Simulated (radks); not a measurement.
Results of a calculation; reference values are marked as such.
Si+, configuration [Ne] 3s2 3p1. Code: a radial shooting solver on a logarithmic mesh with Libxc functionals. Model: Dirac Kohn-Sham, PBE, spin-unpolarised, spherical densities, point nucleus; open shells are shared between the two j in proportion to 2j + 1; speed of light set to 205.554 atomic units (1.5 times the physical value, a model run).

Spin-orbit splittings of the eigenvalues, e(l+1/2) - e(l-1/2), with zeta = 2 splitting/(2l+1) and mean radii in bohr:

| shell | occ. | splitting (eV) | zeta (eV) | <r> j=l-1/2 | <r> j=l+1/2 |
|---|---|---|---|---|---|
| 2p | 6 | 0.2872 | 0.1915 | 0.5368 | 0.5378 |
| 3p | 1 | 0.01825 | 0.01217 | 2.456 | 2.459 |
